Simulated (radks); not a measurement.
Removal energies from neutral niobium, [Kr] 4d4 5s1, by Delta-SCF beside the eigenvalue of the level emptied. Method: scalar-relativistic Kohn-Sham, PBEsol, spin-polarised, spherical densities, finite nucleus; Fermi nuclear charge, rms radius of each element as measured or else 0.836 A^(1/3) + 0.57 fm; computed with a radial shooting solver on a logarithmic mesh with Libxc functionals. Open shells are filled with parallel spins first.

5s: final configuration [Kr] 4d4; Delta-SCF (eV) 7.205; -eigenvalue (eV) 4.527
4d: final configuration [Kr] 4d3 5s1; Delta-SCF (eV) 7.818; -eigenvalue (eV) 3.720
4p: final configuration [Ar] 3d10 4s2 4p5 4d4 5s1; Delta-SCF (eV) 37.528; -eigenvalue (eV) 32.749
4s: final configuration [Ar] 3d10 4s1 4p6 4d4 5s1; Delta-SCF (eV) 61.882; -eigenvalue (eV) 56.763
